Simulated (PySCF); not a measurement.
# Unknown compound

An unknown has the formula C4H3FN2. Its calculated NMR data are:

1H NMR (600 MHz, computed): δ 8.55 (ddd, J = 4.4, 2.9, 1.1 Hz, 1H), 8.50 (dt, J = 9.9, 1.3 Hz, 1H), 8.26 (ddd, J = 2.9, 2.2, 1.5 Hz, 1H).

13C{1H} NMR (computed): δ 166.8 (C, d, J = 323.0 Hz), 147.6 (CH, d, J = 5.9 Hz), 147.2 (CH), 138.7 (CH, d, J = 34.1 Hz).

- NMR shieldings at PBE0/pcSseg-1/GIAO
- couplings computed with B3LYP/pcJ-1 (spin–dipole term only in couplings to heteroatoms)
- geometry: PBE0-D3(BJ)/def2-SVP
- program: PySCF 2.14
- no solvent, relativity neglected, a single conformation

References, each an isolated molecule treated in the same way: 1H and 13C against TMS.

Q: Deduce the structure.

A: 
- Rings plus π bonds: 4 (1 ring in the answer).
- 4 carbon signals for 4 carbons: no two carbons are equivalent.
- Carbon types of the structure: 1 × C, 3 × CH, which accounts for all hydrogens.
- δC 166.8: aromatic carbon bearing fluorine; σ withdrawal by the attached heteroatom moves it downfield of the ring CH carbons.
- δC 147.6, 147.2, 138.7: aromatic CH next to a ring nitrogen.
- δH 8.55, 8.50, 8.26: hydrogen on an aromatic CH next to a ring nitrogen; ring current plus the neighbouring ring nitrogen.

Structure: SMILES FC1=NC=CN=C1.

The data come from this structure; uniqueness wasn't tested.

C–F couplings over four or more bonds (about 3 Hz to the para carbon of a fluoroarene) are left out. Common functionals overestimate the size of one-bond C–F couplings by tens of Hz; these are unscaled. Splittings below 1 Hz are ignored in the labels, and close J values are merged. Unscaled 3J(H,H) at this level run about 10 % above measured values. Shifts are as computed. Against solution values, carbons near 30 ppm lie about +2 ppm off and those near 130 ppm about +5 ppm. Of 1211 compounds with measured shifts, 218 miss one by over three times the rms of a fit or turn the order of signals round; such compounds aren't used in these exercises.
